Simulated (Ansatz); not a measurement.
Basis-set extrapolation for `FC[N]1[CH2][AlH]1` (PBE0-D4/def2-TZVP geometry, frozen core, Ansatz 0.2.0). Multiplicity 1, RHF reference.

|  | def2-TZVPP | def2-QZVPP |
| --- | --- | --- |
| HF | -474.498946 | -474.516712 |
| MP2 correlation | -0.869063 | -0.935059 |
| CCSD(T) correlation | -0.933424 | not run |

Energies in hartree. Use E(X) = E(∞) + A·exp(−7.88·√X) for Hartree–Fock and E(X) = E(∞) + B·X^(−2.97) for correlation, with X = 3 and 4, and add CCSD(T) minus MP2 of the smaller set to the MP2 limit.

Question: What is the CCSD(T) energy at the basis-set limit?

Answer: HF limit: -474.516712 + (-0.017766) × 0.13774 = -474.51916. MP2 limit: -0.935059 + (-0.065996) × 0.74074 = -0.98394. Higher-order term: -0.933424 − (-0.869063) = -0.06436. Total: -475.56746 hartree, 3.68 eV below CCSD(T)/def2-TZVPP.
